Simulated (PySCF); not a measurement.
# How methods differ on the fine-structure interval of Ta⁶⁸⁺

Ta⁶⁸⁺ [He] 2s2 2p1 [2p1/2^1, M_J = 1/2] → Ta⁶⁸⁺ [He] 2s2 2p1 [2p3/2^1, M_J = 3/2], as a difference of total energies. Calculation: PySCF 2.14, in an even-tempered Gaussian basis (16 s from 54 bohr⁻², ratio 2.4; 13 p from 70 bohr⁻², ratio 2.4; 5 d from 220 bohr⁻², ratio 2.6; 4 f from 340 bohr⁻², ratio 2.6); the two-component X2C-1e Hamiltonian. Correlated levels: nothing frozen; the 28 highest virtual spinors dropped. "Screened" scales the spin-orbit matrix elements by Boettger's factors to mimic the two-electron term; Breit and QED terms are absent.

```json
{"method": "GHF (screened spin-orbit)", "fine-structure interval (cm⁻¹)": "11197000"}
{"method": "GMP2 (screened spin-orbit)", "fine-structure interval (cm⁻¹)": "11179000"}
{"method": "GHF (bare spin-orbit)", "fine-structure interval (cm⁻¹)": "11549000"}
```
